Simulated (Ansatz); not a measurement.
Calculation: Ansatz (a program for electronic structure) with PBE-D3(BJ)/def2-SVP. No frequencies were computed at this level.

Ansatz 0.2 input:
```yaml
crystal:
  periodic: [false, false, false]
  atoms:
    - { symbol: Si, position_ang: [2.735381, -0.617275, 0.101196] }
    - { symbol: C, position_ang: [1.131996, 0.382594, 0.094413] }
    - { symbol: C, position_ang: [1.176631, 1.752431, 0.209681] }
    - { symbol: C, position_ang: [0.01683, 2.540632, 0.210122] }
    - { symbol: C, position_ang: [-1.214477, 1.960607, 0.093936] }
    - { symbol: C, position_ang: [-1.320972, 0.559705, -0.027327] }
    - { symbol: N, position_ang: [-2.553558, 0.024149, -0.139922] }
    - { symbol: C, position_ang: [-2.667228, -1.267666, -0.252604] }
    - { symbol: C, position_ang: [-1.572283, -2.149732, -0.264384] }
    - { symbol: C, position_ang: [-0.312188, -1.62853, -0.151442] }
    - { symbol: C, position_ang: [-0.13944, -0.234656, -0.027071] }
    - { symbol: H, position_ang: [2.869995, -1.35726, -1.157272] }
    - { symbol: H, position_ang: [2.737332, -1.553818, 1.229168] }
    - { symbol: H, position_ang: [3.849326, 0.320275, 0.240343] }
    - { symbol: H, position_ang: [2.133985, 2.245768, 0.303506] }
    - { symbol: H, position_ang: [0.108396, 3.613363, 0.303535] }
    - { symbol: H, position_ang: [-2.124018, 2.540458, 0.091132] }
    - { symbol: H, position_ang: [-3.677595, -1.647989, -0.340067] }
    - { symbol: H, position_ang: [-1.735602, -3.212319, -0.360953] }
    - { symbol: H, position_ang: [0.557488, -2.270735, -0.155992] }
basis:
  gaussian: { orbitals: def2-svp }
hamiltonian:
  xc: pbe
  dispersion: d3bj
relax:
  max_steps: 150
```

Output:

```
Functional definition: PBE
2312 factors; their error is unknown
mean field evaluation 1: about -18804.9791 eV, gradient 6.9e1 eV
mean field evaluation 2: about -18792.5277 eV, gradient 9.8e1 eV
mean field evaluation 4: about -18818.2958 eV, gradient 1.4e1 eV
mean field evaluation 8: about -18818.8102 eV, gradient 1.6e-1 eV
mean field evaluation 16: about -18818.6445 eV, gradient 2.6e-3 eV
mean field -18818.64452196 eV, -691.5724304468 hartree, gradient 2.2e-5 eV, S^2 0.000000; 0 other end points of the search recorded, 0 dependent functions left out
reference -18818.64456460 eV, -691.5724320137 hartree; 42, 42 occupied and 161, 161 virtual orbitals, 2312 factors
relax step   1: F+E_penalty+E_count = -18819.33640873 eV  Δ(F+E_penalty+E_count) = +0.000e0 eV  max|allowed force component| = 9.333e-1 eV/Å  Δτ_max = 0.0000 Å  (35 SCF iters, accepted)
these checks for a lower state are left out or cut short: starts, cluster_reference, orbital_swaps, neighbouring_geometries, increment
2312 factors; their error is unknown
mean field -18818.83110683 eV, -691.5792873143 hartree, gradient 1.7e-5 eV, S^2 0.000000; 0 other end points of the search recorded, 0 dependent functions left out
reference -18818.83114995 eV, -691.5792888986 hartree; 42, 42 occupied and 161, 161 virtual orbitals, 2312 factors
relax step   2: F+E_penalty+E_count = -18819.51746840 eV  Δ(F+E_penalty+E_count) = -1.811e-1 eV  max|allowed force component| = 2.923e-1 eV/Å  Δτ_max = 0.0511 Å  (34 SCF iters, accepted)
these checks for a lower state are left out or cut short: starts, cluster_reference, orbital_swaps, neighbouring_geometries, increment
2312 factors; their error is unknown
mean field evaluation 32: about -18819.0182 eV, gradient 3.6e-3 eV
mean field -18818.84822236 eV, -691.5799162983 hartree, gradient 1.8e-5 eV, S^2 0.000000; 0 other end points of the search recorded, 0 dependent functions left out
reference -18818.84826566 eV, -691.5799178894 hartree; 42, 42 occupied and 161, 161 virtual orbitals, 2312 factors
relax step   3: F+E_penalty+E_count = -18819.53262927 eV  Δ(F+E_penalty+E_count) = -1.516e-2 eV  max|allowed force component| = 5.576e-2 eV/Å  Δτ_max = 0.0175 Å  (35 SCF iters, accepted)
these checks for a lower state are left out or cut short: starts, cluster_reference, orbital_swaps, neighbouring_geometries, increment
2312 factors; their error is unknown
mean field -18818.84845083 eV, -691.5799246943 hartree, gradient 1.8e-5 eV, S^2 0.000000; 0 other end points of the search recorded, 0 dependent functions left out
reference -18818.84849412 eV, -691.5799262852 hartree; 42, 42 occupied and 161, 161 virtual orbitals, 2312 factors
relax step   4: F+E_penalty+E_count = -18819.53278798 eV  Δ(F+E_penalty+E_count) = -1.587e-4 eV  max|allowed force component| = 2.000e-2 eV/Å  Δτ_max = 0.0027 Å  (36 SCF iters, accepted)
these checks for a lower state are left out or cut short: starts, cluster_reference, orbital_swaps, neighbouring_geometries, increment
2312 factors; their error is unknown
mean field -18818.84846344 eV, -691.5799251579 hartree, gradient 1.8e-5 eV, S^2 0.000000; 0 other end points of the search recorded, 0 dependent functions left out
reference -18818.84850673 eV, -691.5799267486 hartree; 42, 42 occupied and 161, 161 virtual orbitals, 2312 factors
relax step   5: F+E_penalty+E_count = -18819.53282510 eV  Δ(F+E_penalty+E_count) = -3.712e-5 eV  max|allowed force component| = 3.126e-3 eV/Å  Δτ_max = 0.0031 Å  (36 SCF iters, accepted)
2312 factors; their error is unknown
mean field evaluation 64: about -18819.0024 eV, gradient 2.4e0 eV
mean field -18818.84846344 eV, -691.5799251579 hartree, gradient 1.8e-5 eV, S^2 0.000000; 1 other end points of the search recorded, 0 dependent functions left out
reference -18818.84850673 eV, -691.5799267486 hartree; 42, 42 occupied and 161, 161 virtual orbitals, 2312 factors
Total energy: -18819.53286839 eV, -691.6050765757 hartree
Atom 0 at     2.752589    -0.608066     0.102908 Å, force    -0.000901     0.003126     0.000217 eV/Å
Atom 1 at     1.144831     0.386412     0.095442 Å, force    -0.000293    -0.000497    -0.000056 eV/Å
Atom 2 at     1.200304     1.776740     0.213004 Å, force     0.000922    -0.000385    -0.000031 eV/Å
Atom 3 at     0.023575     2.573916     0.213246 Å, force    -0.000953     0.000133    -0.000067 eV/Å
Atom 4 at    -1.222993     1.982608     0.095279 Å, force     0.000293     0.000476     0.000058 eV/Å
Atom 5 at    -1.341587     0.566540    -0.027909 Å, force    -0.001728     0.000463    -0.000074 eV/Å
Atom 6 at    -2.595153     0.033974    -0.141429 Å, force    -0.000166     0.000251     0.000032 eV/Å
Atom 7 at    -2.705692    -1.279989    -0.255761 Å, force     0.000522     0.000574     0.000072 eV/Å
Atom 8 at    -1.598309    -2.173065    -0.267753 Å, force     0.000621    -0.000732    -0.000028 eV/Å
Atom 9 at    -0.321160    -1.648693    -0.153601 Å, force    -0.001759     0.000454    -0.000064 eV/Å
Atom 10 at    -0.143338    -0.240765    -0.027790 Å, force     0.001812    -0.000208     0.000106 eV/Å
Atom 11 at     2.924709    -1.392076    -1.171823 Å, force     0.001029    -0.000391    -0.000636 eV/Å
Atom 12 at     2.790433    -1.591011     1.243796 Å, force     0.000958    -0.000503     0.000673 eV/Å
Atom 13 at     3.896352     0.356593     0.245932 Å, force    -0.000978    -0.001762    -0.000207 eV/Å
Atom 14 at     2.177003     2.277341     0.308489 Å, force     0.000284    -0.000151     0.000039 eV/Å
Atom 15 at     0.111047     3.667064     0.308107 Å, force     0.000138    -0.000082     0.000017 eV/Å
Atom 16 at    -2.154179     2.567488     0.091683 Å, force     0.000208    -0.000526    -0.000027 eV/Å
Atom 17 at    -3.731247    -1.683878    -0.346010 Å, force    -0.000057    -0.000332    -0.000036 eV/Å
Atom 18 at    -1.763833    -3.256202    -0.366137 Å, force    -0.000047    -0.000075    -0.000007 eV/Å
Atom 19 at     0.556644    -2.314928    -0.159676 Å, force     0.000094     0.000166     0.000021 eV/Å
Dipole moment:     0.173653    -0.109950     0.000594 e Å
```

Cost: about 60 core-seconds (a rough figure).
